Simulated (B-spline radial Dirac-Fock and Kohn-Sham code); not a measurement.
Photoemission from O²⁺ at 1080 eV, detector at θ = 60°, φ = 180°

System: oxygen as O²⁺, configuration [He] 2s2 2p2. The computed values come from a B-spline atomic structure program: Dirac-Hartree-Slater photoionisation with a Latter tail; cross sections with all multipoles, angular parameters from the dipole term and its interference with E2. Thresholds are orbital energies of the model. For linearly polarised light dσ/dΩ = σ/(4π) [1 + β P₂(cos θ) + (δ + γ cos²θ) sin θ cos φ], with θ from the polarisation vector and φ the angle between the beam and the projection of the electron momentum on the plane normal to the polarisation. The dipole factor is 1 + βP₂ and the non-dipole term is the rest of the bracket. Open shells are filled statistically over j.

```csv
subshell,threshold (eV),σ (kb),β,γ,δ,dipole factor,non-dipole term,dσ/dΩ (kb/sr)
1s,582.3,94.9,2.00,0.41,0.000,0.750,-0.089,5.00
2s,64.85,5.17,2.00,0.54,0.000,0.750,-0.117,0.261
2p1/2,49.92,0.190,0.64,0.42,0.079,0.920,-0.159,0.0115
2p3/2,49.86,0.377,0.64,0.42,0.079,0.920,-0.159,0.0228
```
